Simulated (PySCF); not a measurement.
2,3-dihydrobenzo[b]thiophene, C₈H₈S.
Atom-mapped SMILES: `[cH:1]1[cH:2][cH:3][c:4]2[c:5]([cH:6]1)[CH2:7][CH2:8][S:9]2`

Cartesian coordinates in Å at the PBE0-D3(BJ)/def2-SVP level; atoms count from 1:
```xyz
17
C8H8S angstrom
C      2.1363   -0.6357    0.0717
C      2.2828    0.6953   -0.3168
C      1.1709    1.5319   -0.4223
C     -0.0888    1.0140   -0.1281
C     -0.2482   -0.3210    0.2771
C      0.8693   -1.1429    0.3712
C     -1.6703   -0.6646    0.6284
C     -2.5565    0.3356   -0.1102
S     -1.6117    1.9014   -0.1938
H      3.0126   -1.2842    0.1405
H      3.2749    1.0887   -0.5520
H      1.2851    2.5706   -0.7404
H      0.7541   -2.1848    0.6826
H     -1.8065   -0.5568    1.7201
H     -1.9328   -1.7014    0.3672
H     -3.5120    0.5258    0.3975
H     -2.7648    0.0020   -1.1391
```

Level of theory: delta-SCF UKS SCAN, pcX-2 on the ionised atom, pcseg-1 elsewhere, spin-free X2C in PySCF. Every row has its own mixed basis.

| ionised atom | basis functions | E(ground) (Eh) | E(ionised) (Eh) |
| --- | --- | --- | --- |
| C1 | 201 | -708.78775 | -698.13567 |
| C2 | 201 | -708.78776 | -698.12849 |
| C3 | 201 | -708.78796 | -698.13113 |
| C4 | 201 | -708.78964 | -698.11032 |
| C5 | 201 | -708.78921 | -698.12737 |
| C6 | 201 | -708.78771 | -698.12675 |
| C8 | 201 | -708.78721 | -698.08320 |
| S9 | 212 | -708.92105 | -617.89892 |

Problem. What are the 1s binding energies?

Solution. E(ionised) − E(ground), at 27.2114 eV a hartree:

```csv
atom,environment,difference (Eh),binding energy (eV)
C1,aromatic CH carbon,10.65208,289.86
C2,aromatic CH carbon,10.65927,290.05
C3,aromatic CH carbon,10.65683,289.99
C4,substituted aromatic carbon,10.67932,290.60
C5,substituted aromatic carbon,10.66184,290.12
C6,aromatic CH carbon,10.66096,290.10
C8,sp3 carbon bound to sulfur,10.70401,291.27
S9,sulfide sulfur,91.02213,2476.84
```

Problem. How much do the ground-state energies differ, and what would follow from using one of them for all holes?

Solution. They run from -708.9210 Eh (core basis on S9) to -708.7872 Eh (on C8), 0.1338 Eh or 3.64 eV apart, though the state is the same; only basis and grid differ. Pairing the ion of C8 with the ground state of S9 would put its binding energy 3.64 eV too high.

Only 1s holes are shown. The unrestricted hole states depart most from a pure doublet (⟨S²⟩ = 0.75; over 0.85 named) for C 1s of C4 (0.87), which makes this value less certain. The structure is a single PBE0-D3(BJ)/def2-SVP conformer in the gas phase; no vibrational or solvent corrections.
